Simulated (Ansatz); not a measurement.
Total energies of `[GaH2][CH]1C[CH2][GeH2]1`.

```xyz
14

Ga    1.339   -0.477   -1.687
C    -0.066   -0.861   -0.386
C     0.226   -0.602    1.118
C    -0.208    0.869    1.306
Ge   -1.308    0.698   -0.318
H     1.207   -1.000   -3.163
H     2.561    0.425   -1.269
H    -0.548   -1.813   -0.615
H     1.260   -0.793    1.423
H    -0.407   -1.251    1.732
H     0.614    1.563    1.118
H    -0.666    1.117    2.262
H    -2.792    0.333   -0.119
H    -1.213    1.793   -1.406
```

Charge 0, multiplicity 1. Correlated methods include outer-core shells of Ga, Ge, which these sets cover unevenly. Scalar relativity is left out up to krypton. The structure was optimised at the PBE0-D4/def2-TZVP level. Basis def2-TZVPP, Ansatz.

RPA on PBE orbitals: Hartree–Fock energy of these orbitals -4117.35964 Eh, correlation -1.65201 Eh (frozen core).

| functional | energy without D4 (Eh) | D4 term (kJ/mol) |
| --- | --- | --- |
| B97M-V | -4120.83986 | – |
| B2PLYP | -4120.73278 | – |

(1) Give the same for LDA (SPW92), PBE, revPBE, BLYP, r2SCAN, PBE0, B3LYP, r2SCANh, r2SCAN0, HSE06 (plane-wave form), BHLYP, CAM-B3LYP, LC-ωPBE, ωB97X-V, ωB97M-V, PBE-QIDH. (An estimate is asked.)

B3LYP takes the VWN-RPA correlation (the form of Gaussian; ORCA's B3LYP/G). HSE06 is the plane-wave form, built on full-range PBE exchange. The double hybrids freeze the cores in their second-order part.

Results:

(1) Computed: 
| functional | energy without D4 (Eh) | D4 term (kJ/mol) |
| --- | --- | --- |
| LDA (SPW92) | -4114.25752 | – |
| PBE | -4120.80291 | -35.7 |
| revPBE | -4121.24512 | -100.2 |
| BLYP | -4121.62614 | -77.2 |
| r2SCAN | -4121.49089 | -8.6 |
| PBE0 | -4120.92254 | -30.4 |
| B3LYP | -4121.68765 | -57.9 |
| r2SCANh | -4121.46856 | -9.3 |
| r2SCAN0 | -4121.43720 | -10.3 |
| HSE06 (plane-wave form) | -4120.91457 | -28.6 |
| BHLYP | -4121.45623 | -47.7 |
| CAM-B3LYP | -4121.74886 | -31.2 |
| LC-ωPBE | -4120.99337 | – |
| ωB97X-V | -4121.19026 | – |
| ωB97M-V | -4121.29054 | – |
| PBE-QIDH | -4120.24560 | – |

LC-ωPBE has ω = 0.4 bohr⁻¹.
